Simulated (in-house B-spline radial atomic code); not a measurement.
The numbers below are computed, except where a source is named.
**Making a Troullier-Martins p channel for Zr, r_c = 0.89 bohr**

Zr, [Kr] 4d2 5s2, non-relativistic PBE, spherical and spin-unpolarised, from a B-spline radial code for spherical atoms (atomic units). The all-electron 4p level is ε = -1.184920 hartree, its outermost node lies just inside 0.58 bohr and its outer maximum at 1.19 bohr.

Inside r_c the pseudo-orbital is u(r) = r^2 exp(p(r)), with p = c0 + c2 r² + c4 r⁴ + … + c12 r¹². The seven coefficients follow from p and its first four derivatives at r_c, from zero curvature of the screened potential at the origin, c4 = −c2²/(2l + 5), and from the norm inside r_c. At r_c the all-electron orbital has P = 0.7711994, P' = 1.448559, the screened potential V = -6.498308, V' = 14.42146, V'' = -52.07058, and the norm inside is Q = 0.1322242.

Question: What are p, p' and p'' at r_c?

Answer: p = ln(P/r_c^2) = ln(0.7711994/0.7921) = -0.02674. p' = P'/P − 2/r_c = 1.87832 − 2.24719 = -0.36887. The radial equation gives p'' = 2(V − ε) − 2(2) p'/r_c − p'² = -10.62678 − (-1.65785) − 0.13607 = -9.10499. Differentiating, p''' = 2V' + 2(2)p'/r_c² − 2(2)p''/r_c − 2p'p'' = 61.184, and p'''' = 2V'' − 4(2)p'/r_c³ + 4(2)p''/r_c² − 2(2)p'''/r_c − 2p''² − 2p'p''' = -587.56.

For a trial c2 the five matching conditions are linear in c0, c6, c8, c10 and c12, and c2 is varied until the norm inside r_c equals Q. The root nearest zero gives:

| n | c_n |
| --- | --- |
| 0 | 2.152259 |
| 2 | -8.854531 |
| 4 | -11.20039 |
| 6 | 103.7001 |
| 8 | -190.6085 |
| 10 | 146.6452 |
| 12 | -41.9721 |

Question: Check c4 and p(r_c), and find the screened pseudopotential at the origin.

Answer: −c2²/7 = -11.2004, as listed. The terms c_n r_c^n are 2.15226, -7.01367, -7.02737, 51.53700, -75.03473, 45.72649, -10.36671, which sum to -0.02674. Inverting the radial equation, V_l(r) = ε + 2 p'/r + (p'' + p'²)/2, so V_l(0) = ε + (2l + 3) c2 = -1.18492 + 5 × (-8.85453) = -45.4576 hartree, finite where the all-electron potential diverges.

Orbitals and screened potentials:

| r (bohr) | P | u | V all-electron | V pseudo |
| --- | --- | --- | --- | --- |
| 0.089 | 0.3111 | 0.0635 | -316.8 | -45.24 |
| 0.222 | -0.2393 | 0.2698 | -85.45 | -38.83 |
| 0.356 | -0.4904 | 0.3503 | -38.59 | -18.6 |
| 0.49 | -0.2407 | 0.3213 | -21.35 | 1.113 |
| 0.623 | 0.1613 | 0.3562 | -13.4 | 8.692 |
| 0.756 | 0.5194 | 0.5355 | -9.063 | 0.7593 |
| 0.89 | 0.7712 | 0.7712 | -6.498 | -6.498 |

Logarithmic derivatives P'/P at R = 1.19 bohr, for energies E around ε:

```csv
E − ε (hartree),all-electron,pseudo
-0.5,0.379254,0.37307
-0.25,0.193467,0.191681
-0.1,0.0765932,0.0762621
0,-0.00375999,-0.0037848
0.1,-0.0861787,-0.0865503
0.25,-0.213915,-0.216315
0.5,-0.438763,-0.449978
```

Question: With P(R) = 0.9645874 and a norm of 0.3785392 inside R, what slope in energy does norm conservation fix?

Answer: d(P'/P)/dE = −2 × (norm inside R)/P(R)² = -0.8137 per hartree·bohr at E = ε, for both atoms, since orbital and norm agree at R. Differences over ±0.1 hartree give -0.8139 (all-electron) and -0.8141 (pseudo), which also hold third-order terms. Half a hartree below ε the two curves differ by -0.0062.
